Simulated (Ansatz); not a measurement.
Start from `[Cl][Hf]12345678([Cl])([C@H]9[C@@H]1[C@@H]2[C@@H]3[C@H]94)[C@H]1[C@@H]5[C@@H]6[C@@H]7[C@H]18` and change one element to get `[Cl][Zr]12345678([Cl])([C@H]9[C@@H]1[C@@H]2[C@@H]3[C@H]94)[C@H]1[C@@H]5[C@@H]6[C@@H]7[C@H]18`.

Ansatz, PBE0-D4/def2-TZVP geometries, multiplicity 1. 

Elements past krypton have def2 core potentials.

```csv
property,`[Cl][Hf]12345678([Cl])([C@H]9[C@@H]1[C@@H]2[C@@H]3[C@H]94)[C@H]1[C@@H]5[C@@H]6[C@@H]7[C@H]18`
LUMO energy (ωB97M-V/def2-TZVPP) / eV,0.52
size of the dipole moment (B3LYP/def2-TZVPP) / D,4.29
HOMO energy (PBE/def2-TZVPP) / eV,-5.93
HOMO–LUMO gap (PBE0/def2-TZVPP) / eV,5.50
HOMO energy (B3LYP/def2-TZVPP) / eV,-6.73
HOMO energy (ωB97M-V/def2-TZVPP) / eV,-8.97
```

Task: Give the same properties after the change, and the shifts. (Best estimate.)

Result: Ansatz gave: 
```csv
property,`[Cl][Zr]12345678([Cl])([C@H]9[C@@H]1[C@@H]2[C@@H]3[C@H]94)[C@H]1[C@@H]5[C@@H]6[C@@H]7[C@H]18`,shift
LUMO energy (ωB97M-V/def2-TZVPP) / eV,0.20,-0.32
size of the dipole moment (B3LYP/def2-TZVPP) / D,4.46,0.17
HOMO energy (PBE/def2-TZVPP) / eV,-5.96,-0.03
HOMO–LUMO gap (PBE0/def2-TZVPP) / eV,5.21,-0.29
HOMO energy (B3LYP/def2-TZVPP) / eV,-6.76,-0.03
HOMO energy (ωB97M-V/def2-TZVPP) / eV,-9.00,-0.03
```

Dipoles are sizes alone; their direction can turn.

B3LYP here is the variant with VWN-RPA as its local correlation; programs differ in this.

Positive LUMOs are unbound, so they and the gaps depend on the basis.
